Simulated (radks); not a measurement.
Problem. Pt43+, configuration [Ar] 3d10 4s2 4p5 (the NIST ground configuration). All-electron calculation, scalar-relativistic Kohn-Sham, XLYP, spin-polarised, spherical densities, finite nucleus; open shells are filled with parallel spins first (spin-orbit coupling, left out, can overturn this in heavy ions); Fermi nuclear charge, rms radius 5.427 fm. Program: a radial shooting solver on a logarithmic mesh with Libxc functionals. Some entries of the table are withheld. Estimate them.

orbital,occ.,eigenvalue (eV),<r> (bohr)
1s up,1,-80488.38,0.01715
1s down,1,-80487.30,0.01715
2s up,1,-15848.30,0.07229
2s down,1,-15847.72,0.07229
2p up,3,-14017.84,0.06515
2p down,3,-14016.94,0.06515
3s up,1,-5229.977,0.1847
3s down,1,-5229.069,0.1847
3p up,3,-4694.315,0.1850
3p down,3,-4693.283,0.1850
3d up,5,-4129.915,0.1668
3d down,5,-4128.941,0.1668
4s up,1,-2444.176,0.3718
4s down,1,-2439.730,0.3718
4p up,3,-2244.203,0.3830
4p down,2,-2239.759,0.3830
4d up,0,-2022.118,0.3797
4d down,0,-2017.923,0.3797
4f up,0,-1810.671,0.3511
4f down,0,-1807.254,0.3508
5s up,0,-1415.651,0.6370
5s down,0,-1413.561,0.6377
5p up,0,(1),0.6604
5p down,0,(2),0.6612

Solution. 
(1) 5p up eigenvalue (eV): -1324.502
(2) 5p down eigenvalue (eV): -1322.558
